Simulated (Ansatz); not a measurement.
`[OH][InH][OH]`. Charge 0, multiplicity 1. In: def2 effective core potential.

```xyz
6

O     0.989    1.150    0.237
In   -0.041   -0.396   -0.464
O    -1.457   -0.774    0.858
H     1.714    1.433   -0.324
H     0.206   -1.251   -1.903
H    -1.411   -0.162    1.596
```

**Question.** List the harmonic frequencies (cm⁻¹, unscaled) at PBE0-D4/def2-TZVP in Ansatz. (An estimate is asked.)

**Answer.** Computed: 138, 304, 350, 411, 434, 601, 618, 779, 833, 1900, 3880, 3899.

**Question.** Is this a minimum?

**Answer.** Yes, all 12 modes are real.

**Question.** Give the ideal-gas thermochemistry at 298.15 K and 1 bar (rigid rotor, harmonic oscillator; point group Cs, symmetry number 1).

**Answer.** Zero-point energy 84.6 kJ/mol; H(298) − E = 101.1 kJ/mol; entropy 309.7 J/(mol·K), of which translation 171.3, rotation 103.0, vibration 35.3; G(298) − E = 8.7 kJ/mol.

**Question.** And at 400, 500, 600, 800 and 1000 K?

**Answer.** 
```
T (K)  H − E (kJ/mol)  S (J/mol/K)  G − E (kJ/mol)
  400           109.8        334.8           -24.1
  500           119.2        355.7           -58.7
  600           129.0        373.7           -95.2
  800           149.8        403.5          -173.0
 1000           171.6        427.8          -256.2
```
